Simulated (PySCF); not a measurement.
Input for PySCF: D3(BJ) and D4 dispersion corrections on CH3NOS (a complex).

```python
from pyscf import gto
from pyscf.dispersion import dftd3, dftd4

mol = gto.M(
    atom='''
    N     0.08141715   -0.08459136    0.02662002
    H     0.71660553    0.69713029   -0.08731696
    H     0.50144824   -0.88624045   -0.42973354
    H    -0.76990162    0.13822243   -0.47619660
    O     1.19388572    1.01499947    2.80680409
    C     0.41725650    0.23311106    3.15458709
    S    -0.62203120   -0.81337773    3.66738049
    ''',
    basis='def2-svp',
    charge=0, spin=0, verbose=0, max_memory=1800)
d3, d4 = {}, {}
for xc in ['hf', 'pbe', 'blyp', 'revpbe', 'tpss', 'r2scan', 'b3lyp', 'pbe0', 'bhlyp', 'camb3lyp', 'b2plyp']:
    d3[xc] = float(dftd3.DFTD3Dispersion(mol, xc=xc, version='d3bj', atm=False).get_dispersion()['energy'])
    print(f'D3(BJ) {xc:10s} {d3[xc]:14.8f} Eh')
for xc in ['hf', 'pbe', 'blyp', 'revpbe', 'tpss', 'r2scan', 'b3lyp', 'pbe0', 'bhlyp', 'camb3lyp', 'b2plyp']:
    d4[xc] = float(dftd4.DFTD4Dispersion(mol, xc={'camb3lyp': 'cam-b3lyp'}.get(xc, xc), atm=True).get_dispersion()['energy'])
    print(f'D4     {xc:10s} {d4[xc]:14.8f} Eh')
```

Program output:

```
D3(BJ) hf            -0.02886198 Eh
D3(BJ) pbe           -0.00373604 Eh
D3(BJ) blyp          -0.00778820 Eh
D3(BJ) revpbe        -0.00911660 Eh
D3(BJ) tpss          -0.00474558 Eh
D3(BJ) r2scan        -0.00115310 Eh
D3(BJ) b3lyp         -0.00638802 Eh
D3(BJ) pbe0          -0.00330919 Eh
D3(BJ) bhlyp         -0.00499829 Eh
D3(BJ) camb3lyp      -0.00307465 Eh
D3(BJ) b2plyp        -0.00301123 Eh
D4     hf            -0.01201621 Eh
D4     pbe           -0.00365175 Eh
D4     blyp          -0.00782680 Eh
D4     revpbe        -0.01075539 Eh
D4     tpss          -0.00492330 Eh
D4     r2scan        -0.00098492 Eh
D4     b3lyp         -0.00579613 Eh
D4     pbe0          -0.00314363 Eh
D4     bhlyp         -0.00431645 Eh
D4     camb3lyp      -0.00320375 Eh
D4     b2plyp        -0.00259620 Eh
```

The run finished.

Cost: roughly 0.010 core-seconds.
